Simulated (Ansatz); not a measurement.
Mulliken charges of B₂ClFH₃P, SMILES `BPB(F)Cl` from PBE/def2-TZVPP in Ansatz (PBE0-D4/def2-TZVP geometry).

```tsv
atom	x (Å)	y (Å)	z (Å)	charge (e)
B1	-0.167	0.428	1.498	-0.093
P2	0.147	-0.864	0.226	-0.097
B3	0.347	-0.109	-1.491	0.329
F4	-0.202	-0.685	-2.541	-0.164
Cl5	1.338	1.309	-1.735	-0.108
H6	-0.876	0.177	2.422	0.040
H7	0.438	1.450	1.422	0.046
H8	-0.933	-1.763	0.143	0.046
```

Task: By hand: the dipole of these point charges (1 e Å = 4.8032 D).

Result: Σ q r = (-0.054, -0.028, 0.121) e Å, of length 0.135 e Å = 0.65 D.

Task: How does the dipole of the full density compare? (An estimate is asked.)

Result: Computed: (-0.086, -0.122, 0.087) e Å, 0.83 D; the point charges give 0.78 times that, at 37° from its direction.

Point charges leave out the atoms' own dipoles, such as those of lone pairs, and Mulliken's split depends on the basis, so the two needn't agree.
